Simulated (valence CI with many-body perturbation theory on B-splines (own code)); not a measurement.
# Os44+: electric-dipole lines

Calculated by valence CI with perturbative core correlation (CI+MBPT): four valence electrons over a frozen Dirac-Fock core [Ar] 3d10, radial functions for each j: 11 s, 11 p, 9 d, 7 f, 5 g, 2 h, 1 i, with the one-electron correlation potential Σ1, the two-electron term Σ2, the three-electron term Σ3, Breit, model QED; selected CI, second order for the rest (own B-spline code, finite nucleus).

The last digits are not significant, and no measured levels were compared; by estimate large intervals hold to a few tenths of a per cent, small ones and those within an open d or f shell to about a per cent.

Lines 201 to 240 of 240 in falling wavelength, among levels below 39.785 Ry, chosen from the strongest by gf and those to the six lowest levels. Wavelengths and rates use the calculated energies. Electric multipoles are in the length gauge, E1 and E2 with the static RPA response of the core. Weak lines are less certain than strong ones. Lines between different terms over intervals too small for the method are left out, as are lines whose strength nearly cancels. The highest levels of a list are the least certain.

Levels are named by their leading jj configuration (3d3/2^4 stands for four electrons in 3d with j = 3/2), which in mixed levels can hold well under half, so a name can repeat and another be missing. Letters in brackets count levels of one name in rising energy.

| λ vac (nm) | Upper | Lower | A (s⁻¹) | S (a.u.) with core polarisation | S without |
| --- | --- | --- | --- | --- | --- |
| 4.351 | (4s 4p1/2 4p3/2 4d3/2) J=1 [c] | (4s 4p1/2^2 4p3/2) J=2 | 3.06e+11 | 3.73e-02 | 3.96e-02 |
| 4.348 | (4s^2 4p3/2 4d3/2) J=0 | (4s^2 4p1/2 4p3/2) J=1 | 1.41e+12 | 5.72e-02 | 6.06e-02 |
| 4.343 | (4s^2 4p1/2 4d3/2) J=1 | (4s^2 4p1/2^2) J=0 | 1.95e+12 | 2.37e-01 | 2.51e-01 |
| 4.343 | (4s 4p1/2 4p3/2 4d3/2) J=0 [b] | (4s 4p1/2^2 4p3/2) J=1 | 1.27e+12 | 5.13e-02 | 5.44e-02 |
| 4.317 | (4s 4p1/2 4p3/2 4d5/2) J=1 [a] | (4s 4p1/2^2 4p3/2) J=1 | 8.09e+11 | 9.63e-02 | 1.02e-01 |
| 4.303 | (4s 4p1/2 4p3/2 4d5/2) J=2 [b] | (4s 4p1/2^2 4p3/2) J=1 | 2.99e+11 | 5.88e-02 | 6.23e-02 |
| 4.273 | (4s 4p1/2 4p3/2 4d3/2) J=2 [d] | (4s 4p1/2^2 4p3/2) J=1 | 8.39e+11 | 1.61e-01 | 1.71e-01 |
| 4.270 | (4s 4p1/2 4p3/2 4d3/2) J=3 [c] | (4s 4p1/2^2 4p3/2) J=2 | 6.44e+09 | 1.73e-03 | 1.83e-03 |
| 4.241 | (4s 4p1/2 4p3/2 4d5/2) J=2 [a] | (4s 4p1/2^2 4p3/2) J=2 | 1.26e+10 | 2.37e-03 | 2.51e-03 |
| 4.219 | (4s^2 4p3/2 4d5/2) J=2 | (4s^2 4p1/2 4p3/2) J=2 | 4.31e+08 | 8.00e-05 | 8.42e-05 |
| 4.209 | (4s 4p1/2 4p3/2 4d3/2) J=1 [d] | (4s 4p1/2^2 4p3/2) J=2 | 5.35e+07 | 5.91e-06 | 6.12e-06 |
| 4.166 | (4s 4p1/2 4p3/2 4d5/2) J=1 [b] | (4s 4p1/2^2 4p3/2) J=1 | 1.29e+10 | 1.38e-03 | 1.46e-03 |
| 4.156 | (4s^2 4p3/2 4d5/2) J=2 | (4s^2 4p1/2 4p3/2) J=1 | 2.13e+09 | 3.77e-04 | 4.00e-04 |
| 4.148 | (4s 4p1/2 4p3/2 4d5/2) J=3 [a] | (4s 4p1/2^2 4p3/2) J=2 | 1.02e+11 | 2.51e-02 | 2.66e-02 |
| 4.099 | (4s 4p1/2 4p3/2 4d5/2) J=1 [a] | (4s 4p1/2^2 4p3/2) J=2 | 9.29e+08 | 9.47e-05 | 1.01e-04 |
| 4.087 | (4s 4p1/2 4p3/2 4d5/2) J=2 [b] | (4s 4p1/2^2 4p3/2) J=2 | 2.97e+09 | 5.01e-04 | 5.31e-04 |
| 4.079 | (4s 4p1/2 4p3/2 4d5/2) J=1 [c] | (4s 4p1/2^2 4p3/2) J=1 | 1.36e+08 | 1.37e-05 | 1.47e-05 |
| 4.073 | (4s 4p1/2 4p3/2 4d5/2) J=3 [b] | (4s 4p1/2^2 4p3/2) J=2 | 1.97e+11 | 4.59e-02 | 4.86e-02 |
| 4.064 | (4s 4p1/2 4p3/2 4d5/2) J=2 [c] | (4s 4p1/2^2 4p3/2) J=1 | 6.65e+08 | 1.10e-04 | 1.16e-04 |
| 4.063 | (4s 4p1/2 4p3/2 4d5/2) J=0 | (4s 4p1/2^2 4p3/2) J=1 | 2.39e+11 | 7.92e-03 | 8.39e-03 |
| 4.059 | (4s 4p1/2 4p3/2 4d3/2) J=2 [d] | (4s 4p1/2^2 4p3/2) J=2 | 4.26e+10 | 7.03e-03 | 7.45e-03 |
| 4.006 | (4s 4p1/2 4p3/2 4d5/2) J=2 [d] | (4s 4p1/2^2 4p3/2) J=1 | 6.95e+07 | 1.10e-05 | 1.19e-05 |
| 3.990 | (4s^2 4p3/2 4d5/2) J=3 | (4s^2 4p1/2 4p3/2) J=2 | 3.09e+10 | 6.77e-03 | 7.17e-03 |
| 3.963 | (4s^2 4p3/2 4d5/2) J=1 | (4s^2 4p1/2 4p3/2) J=2 | 9.97e+09 | 9.19e-04 | 9.71e-04 |
| 3.963 | (4s 4p1/2 4p3/2 4d5/2) J=1 [b] | (4s 4p1/2^2 4p3/2) J=2 | 1.29e+10 | 1.19e-03 | 1.26e-03 |
| 3.961 | (4s 4p1/2 4p3/2 4d5/2) J=3 [c] | (4s 4p1/2^2 4p3/2) J=2 | 2.15e+08 | 4.62e-05 | 4.95e-05 |
| 3.907 | (4s^2 4p3/2 4d5/2) J=1 | (4s^2 4p1/2 4p3/2) J=1 | 3.46e+09 | 3.06e-04 | 3.24e-04 |
| 3.884 | (4s 4p1/2 4p3/2 4d5/2) J=1 [c] | (4s 4p1/2^2 4p3/2) J=2 | 1.06e+08 | 9.18e-06 | 9.45e-06 |
| 3.871 | (4s 4p1/2 4p3/2 4d5/2) J=2 [c] | (4s 4p1/2^2 4p3/2) J=2 | 4.36e+09 | 6.24e-04 | 6.60e-04 |
| 3.847 | (4s 4p1/2 4p3/2 4d5/2) J=3 [d] | (4s 4p1/2^2 4p3/2) J=2 | 2.80e+10 | 5.50e-03 | 5.83e-03 |
| 3.818 | (4s 4p1/2 4p3/2 4d5/2) J=2 [d] | (4s 4p1/2^2 4p3/2) J=2 | 4.36e+10 | 5.98e-03 | 6.34e-03 |
| 3.753 | (4s 4p3/2^3) J=2 | (4s^2 4p1/2 4p3/2) J=2 | 1.99e+08 | 2.60e-05 | 2.74e-05 |
| 3.722 | (4s 4p1/2 4p3/2^2) J=1 [a] | (4s^2 4p1/2^2) J=0 | 1.24e+10 | 9.49e-04 | 1.00e-03 |
| 3.703 | (4s 4p3/2^3) J=2 | (4s^2 4p1/2 4p3/2) J=1 | 5.12e+09 | 6.42e-04 | 6.79e-04 |
| 3.677 | (4s 4p1/2 4p3/2^2) J=1 [b] | (4s^2 4p1/2^2) J=0 | 9.60e+08 | 7.06e-05 | 7.50e-05 |
| 3.600 | (4s 4p3/2^3) J=1 | (4s^2 4p1/2 4p3/2) J=2 | 3.24e+09 | 2.24e-04 | 2.36e-04 |
| 3.554 | (4s 4p3/2^3) J=1 | (4s^2 4p1/2 4p3/2) J=1 | 2.97e+09 | 1.97e-04 | 2.09e-04 |
| 3.173 | (4s^2 4p3/2 4d3/2) J=1 | (4s^2 4p1/2^2) J=0 | 5.71e+06 | 2.70e-07 | 2.98e-07 |
| 2.927 | (4s^2 4p3/2 4d5/2) J=1 | (4s^2 4p1/2^2) J=0 | 2.22e+09 | 8.24e-05 | 8.76e-05 |
| 2.724 | (4s 4p3/2^3) J=1 | (4s^2 4p1/2^2) J=0 | 1.86e+08 | 5.56e-06 | 5.90e-06 |
